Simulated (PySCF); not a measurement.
Structure from NMR data

The spectra below were simulated for a compound C6H11NOSi.

¹H NMR (400 MHz, computed): δ 8.85 (d, 1H), 6.76 (m, 1H), 6.48 (m, 1H), 6.11 (m, 1H), 5.17 (s, 2H), 4.75 (m, 1H), 4.71 (m, 1H), 3.73 (s, 3H).

¹³C{¹H} NMR (computed): δ 178.5 (CH), 171.5 (C), 151.2 (CH), 139.3 (CH2), 99.2 (CH2), 55.7 (CH3).

All values are calculated (PySCF 2.14.0 with density-fitted response routines): GFN2-xTB structure, shielding tensors at PBE0/pcSseg-1 (GIAO). In vacuum, relativity neglected, averaged over atoms made equivalent by symmetry, fast rotation or ring inversion, one computed conformer.

Referencing at the same level of theory: TMS for ¹H, ¹³C.

Question: Propose a structure and justify it.

Answer: 
Rings plus π bonds: 3 (no ring in the answer). 6 carbon signals for 6 carbons: no two carbons are equivalent. Carbon types of the structure: 1 × C, 2 × CH, 2 × CH2, 1 × CH3, leaving 2 H on heteroatoms. δC 178.5: C=N carbon. δC 171.5: alkene carbon bearing oxygen; an sp2 carbon further deshielded by the attached heteroatom. δC 151.2: alkene CH; as expected for a trigonal carbon in a double bond. δC 139.3: terminal =CH2 carbon; the olefinic region. δC 99.2: β carbon of an enol-ether or enamine type C=C; the O or N lone pair pushes π density onto this β carbon and shields it. δH 8.85: hydrogen on a C=N carbon. δH 4.75, 4.71: hydrogen on a β carbon of an enol-ether or enamine type C=C; lone-pair donation from O or N shields it, upfield of ordinary alkene protons.

These data were computed for SMILES C=C/C=N/[SiH2]C(=C)OC.

This is the structure that produced the data.

Shifts are as computed. Against solution values, carbons near 30 ppm lie about +3 ppm off and those near 130 ppm about +5 ppm. Of 1309 compounds with measured shifts, 239 miss one by over three times the rms of a fit or turn the order of signals round; such compounds aren't used in these exercises. No couplings were computed; multiplicities are counted from neighbouring protons, with m where these are inequivalent, close in shift, in a saturated or five-membered ring or joined by F or P, and br s for small geminal =CH2 splittings.
